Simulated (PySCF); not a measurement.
# C₆ coefficients of unlike pairs at PBE

Calculated with PySCF 2.14 from the dipole response of each species, C₆(A,B) = (3/π) ∫ α_A(iu) α_B(iu) du, in atomic units, from isotropic polarisabilities. For ions this is the dispersion term alone; charge-induced terms of lower order in 1/R come first.

```csv
species,configuration,basis,relativity,α (bohr³),C₆ (like pair)
Ne,[Ne] (1S),aug-cc-pCVQZ-DK (9s8p6d4f2g),spin-free X2C,2.887,7.118
Ni⁺,[Ar] 3d9 (2D),"x2c-QZVPPall with one added diffuse shell each of s, p, d, f, g type (12s8p7d5f3g)",spin-free X2C,9.960,35.05
Ru²⁺,[Kr] 4d6 (5D),"aug-cc-pVTZ-PP with one added diffuse shell each of s, p, d, f, g type with ECP28MDF (7s7p6d4f3g)",core potential,8.632,46.36
Mn³⁺,[Ar] 3d4 (5D),aug-cc-pwCVTZ-DK (10s9p7d4f3g),spin-free X2C,2.099,5.249
```

**Question.** Estimate C₆ for Ru²⁺ with Ne.

**Answer.** The integral gives 18.04. The combination rule 2 C_A C_B / (C_A α_B/α_A + C_B α_A/α_B) gives 17.94 and the geometric mean 18.17.

No spin-orbit coupling is included.

The other pairs:

| pair | C₆ |
| --- | --- |
| Mn³⁺, Ne | 6.027 |
| Ru²⁺, Ni⁺ | 39.61 |
| Mn³⁺, Ru²⁺ | 15.02 |
| Mn³⁺, Ni⁺ | 12.42 |
| Ni⁺, Ne | 15.15 |
